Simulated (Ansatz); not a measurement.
Basis sets compared for B3NH10 (relaxed from a model of B3H7(NH3), whose bonding it doesn't keep). The state is a singlet with charge 0. Geometry PBE0-D4/def2-SVP. Ansatz on 4 threads of Arm Neoverse V1 on a shared host; times are rough, and most runs start from earlier orbitals.

Cartesian coordinates in Å:
```
B -0.535 -1.154 0.474
B -1.122 0.469 0.601
H -1.127 -0.524 1.495
B -0.012 0.057 -0.789
N 1.473 0.569 -0.429
H 0.092 -0.902 -1.531
H -1.306 -2.010 0.113
H 0.521 -1.532 0.955
H -2.279 0.677 0.322
H -0.527 1.364 1.180
H -0.579 0.945 -1.397
H 1.416 1.388 0.180
H 1.971 -0.162 0.084
H 2.014 0.814 -1.259
```

Binding counts from free atoms (B doublet, H doublet, N quartet) in the same basis, without a counterpoise term.

```csv
level,functions,energy (Eh),HOMO (eV),LUMO (eV),binding per atom (eV),wall time
HF/STO-3G,30,-132.6218,-9.42,9.62,3.48,0.1 s
HF/6-31G,56,-134.2128,-10.85,4.41,2.50,0.2 s
PBE-D4/def2-SVP,106,-135.0024,-6.48,-0.49,3.51,0.85 s
PBE0-D4/def2-SVP,106,-135.0430,-7.91,0.44,3.49,0.95 s
```

(1) Estimate the rows for PBE-D4/def2-TZVP, PBE0-D4/def2-TZVP (with forces).

Answers

(1) 
| level | functions | energy (Eh) | HOMO (eV) | LUMO (eV) | binding per atom (eV) | wall time |
| --- | --- | --- | --- | --- | --- | --- |
| PBE-D4/def2-TZVP | 184 | -135.1554 | -6.67 | -0.99 | 3.49 | 1.4 s |
| PBE0-D4/def2-TZVP (with forces) | 184 | -135.1896 | -8.04 | -0.14 | 3.46 | 2.4 s |
